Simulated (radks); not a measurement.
Results of a calculation; reference values are marked as such.
Effect of the nuclear size on neutral tellurium, [Kr] 4d10 5s2 5p4. Code: a radial shooting solver on a logarithmic mesh with Libxc functionals. Model: Dirac Kohn-Sham, BLYP, spin-unpolarised, spherical densities, finite nucleus; open shells are shared between the two j in proportion to 2j + 1; Fermi nuclear charge, rms radius 4.7423 fm. The rms radius is varied about that value; shifts are against it.

\begin{tabular}{lrrrrrrrrr}
rms radius (fm) & total energy shift (eV) & density at nucleus (e/bohr^3) & 1s1/2 shift (meV) & 2s1/2 shift (meV) & 4s1/2 shift (meV) & 4p1/2 shift (meV) & 5s1/2 shift (meV) & 5p1/2 shift (meV) & 5p3/2 shift (meV) \\ \hline
4.0025 & -1.53 & 2.346e+05 & -641 & -74.6 & -2.96 & 0.226 & -0.341 & 0.037 & 0.039 \\
4.3771 & -0.783 & 2.311e+05 & -328 & -38.1 & -1.51 & 0.116 & -0.174 & 0.019 & 0.020 \\
4.7423 & 0 & 2.28e+05 & 0.000 & 0.000 & 0.000 & 0.000 & 0.000 & 0.000 & 0.000 \\
5.0221 & 0.635 & 2.259e+05 & 266 & 30.9 & 1.23 & -0.094 & 0.141 & -0.016 & -0.016 \\
5.8852 & 2.78 & 2.2e+05 & 1170 & 136 & 5.38 & -0.411 & 0.619 & -0.068 & -0.072 \\
\end{tabular}

Slopes of the eigenvalues against <r^2> in GHz/fm^2, as finite differences over the two radii next to the reference (eigenvalue slopes, not the field-shift constants of lines): 1s1/2 23700, 2s1/2 2750, 4s1/2 109, 4p1/2 -8.36, 5s1/2 12.6, 5p1/2 -1.38, 5p3/2 -1.46.
